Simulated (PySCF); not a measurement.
CH₇GaP₂. Atoms are numbered in the order given.

```xyz
11

Ga    -0.1942    -0.2134    -0.0604
C     -1.6069    -1.5645    -0.2836
H     -1.3208    -2.2501    -1.0996
H     -2.5717    -1.1083    -0.5528
H     -1.7354    -2.1693     0.6273
P     -0.4132     1.8951    -1.0071
H     -0.8530     1.4041    -2.2753
H      0.9553     2.0159    -1.3959
P      1.5369    -0.5599     1.4479
H      2.5573    -0.0075     0.6158
H      1.7726    -1.9099     1.0421
```
Charge 0, spin multiplicity 1.

Geometry: r2SCAN-D4/def2-SVP. The structure was generated by enumeration; whether it is a known compound was not checked. Other conformers were not sampled.

Computed with PBE/def2-TZVP in PySCF.

Atomic charges (e):

```tsv
atom	Mulliken	IAO
Ga1	0.28	0.48
C2	-0.50	-0.73
H3	0.14	0.16
H4	0.14	0.16
H5	0.14	0.16
P6	-0.27	-0.14
H7	0.08	0.01
H8	0.08	0.01
P9	-0.27	-0.14
H10	0.08	0.01
H11	0.08	0.01
```
